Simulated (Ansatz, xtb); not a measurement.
**Relaxing a trial structure of FH5OSi2+**

The starting geometry of this gas-phase doublet has its atoms placed at random.

```yaml
atoms:
  - { symbol: F, position_ang: [-0.0240, -2.3292, -0.3596] }
  - { symbol: O, position_ang: [-1.0853, -0.0526, 1.6144] }
  - { symbol: Si, position_ang: [0.1595, 1.4697, -0.7687] }
  - { symbol: Si, position_ang: [0.7382, -0.8788, 0.8082] }
  - { symbol: H, position_ang: [-1.1330, 0.9627, -1.9324] }
  - { symbol: H, position_ang: [-0.3171, 2.0569, 0.3889] }
  - { symbol: H, position_ang: [-0.5930, 0.6016, 0.5819] }
  - { symbol: H, position_ang: [1.2764, -1.1067, -0.6713] }
  - { symbol: H, position_ang: [-0.8246, 0.8157, -0.4361] }
```

Problem. Guess where an optimisation with r2SCAN-D4/def2-SVP ends from this start.

Solution. It ends as a structure given below by its coordinates. Distances that change by over a tenth: Si3–H9 (1.23 → 1.48 Å). Contacts that open: Si3–H7 (1.77 → 3.88 Å). Contacts that close: F1–Si4 (2.01 → 1.59 Å), O2–Si4 (2.16 → 1.61 Å), O2–H7 (1.32 → 0.97 Å), Si3–H5 (1.81 → 1.48 Å).

The energy falls by 12.84 eV over 22 steps:

```json
{"step": "1", "E − E(last) (eV)": "12.837"}
{"step": "3", "E − E(last) (eV)": "6.315"}
{"step": "6", "E − E(last) (eV)": "2.317"}
{"step": "8", "E − E(last) (eV)": "1.496"}
{"step": "10", "E − E(last) (eV)": "0.909"}
{"step": "13", "E − E(last) (eV)": "0.236"}
{"step": "15", "E − E(last) (eV)": "0.067"}
{"step": "17", "E − E(last) (eV)": "0.004"}
{"step": "20", "E − E(last) (eV)": "0.000"}
{"step": "22", "E − E(last) (eV)": "0.000"}
```

Final geometry (Å):

| atom | x (Å) | y (Å) | z (Å) |
| --- | --- | --- | --- |
| F | -0.3308 | -1.9099 | -0.4574 |
| O | -0.0661 | -0.3475 | 1.7807 |
| Si | -0.6257 | 1.2957 | -1.0804 |
| Si | 0.3825 | -0.6884 | 0.2763 |
| H | -0.1191 | 0.9053 | -2.4189 |
| H | 0.0294 | 2.4337 | -0.3932 |
| H | -0.8476 | -0.6433 | 2.2747 |
| H | 1.8306 | -0.5442 | 0.0287 |
| H | -2.0561 | 1.0379 | -0.7851 |

From the same start GFN2-xTB reaches the same bonding as this run.

From so rough a start the end depends on the optimiser's path, so another program may land elsewhere. No frequencies were run, so the end isn't proven a minimum. Open shells are spin-unrestricted. Run with Ansatz 0.2.0, 2.2 min on 1 thread of Intel(R) Xeon(R) 6975P-C (Granite Rapids), with other jobs on the host.
